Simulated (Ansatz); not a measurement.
Geometry optimisation, RKS PBE0-D4/def2-SVP (Ansatz 0.2.0).

Input:

```yaml
crystal:
  periodic: [false, false, false]
  atoms:
    - { symbol: Al, position_ang: [-1.012572, -0.252031, -1.034167] }
    - { symbol: H, position_ang: [-0.054792, 0.946894, -1.107708] }
    - { symbol: Cl, position_ang: [-0.451029, -2.047178, -1.945699] }
    - { symbol: Cl, position_ang: [-2.938986, 0.053143, -0.287107] }
    - { symbol: H, position_ang: [0.932448, -0.391462, 1.820769] }
    - { symbol: F, position_ang: [0.241348, -0.96492, 1.672823] }
    - { symbol: H, position_ang: [1.398303, 1.376463, 0.058279] }
    - { symbol: F, position_ang: [1.885381, 1.278991, 0.82281] }
basis:
  gaussian: { orbitals: def2-SVP }
hamiltonian:
  xc: pbe0
  dispersion: d4
relax:
  f_tol: 0.03
  max_steps: 50
output:
  orbitals: {}
```

Run as:

```bash
$ ansatz run input.yaml --threads 2 --pin off --max-ram 3072MiB --backend cpu --events-out ev --progress --plain --runs-dir out
```

**Question.** Where does it end, and by what steps?

**Answer.** It converged. After 12 steps the energy has fallen by 1.017 eV; H5 moved furthest, 0.70 Å. Joined: Al1–F6 (3.07 → 1.89 Å).

| step | energy less start (eV) | largest force component (eV/Å) | accepted |
| --- | --- | --- | --- |
| 0 | 0.0000 | 0.938 | yes |
| 1 | -0.2179 | 0.489 | yes |
| 2 | -0.4624 | 0.631 | yes |
| 3 | -0.7844 | 0.491 | yes |
| 4 | -0.8563 | 1.295 | yes |
| 5 | -0.9644 | 0.517 | yes |
| 6 | -0.9973 | 0.272 | yes |
| 7 | -0.9546 | 0.489 | no |
| 8 | -1.0124 | 0.150 | yes |
| 9 | -0.9828 | 0.628 | no |
| 10 | -1.0164 | 0.064 | yes |
| 11 | -1.0146 | 0.113 | no |
| 12 | -1.0169 | 0.018 | yes |

```xyz
8
Properties=species:S:1:pos:R:3
Al -0.746 -0.359 -0.555
H 0.191 0.947 -0.848
Cl -0.287 -1.996 -1.782
Cl -2.733 0.129 -0.099
H 0.829 -0.052 1.215
F 0.070 -0.739 1.103
H 1.077 1.109 0.062
F 1.599 0.961 0.904
```

Run time: 55 s on 2 threads of Arm Neoverse N1, on a shared host, peak memory 0.21 GiB.
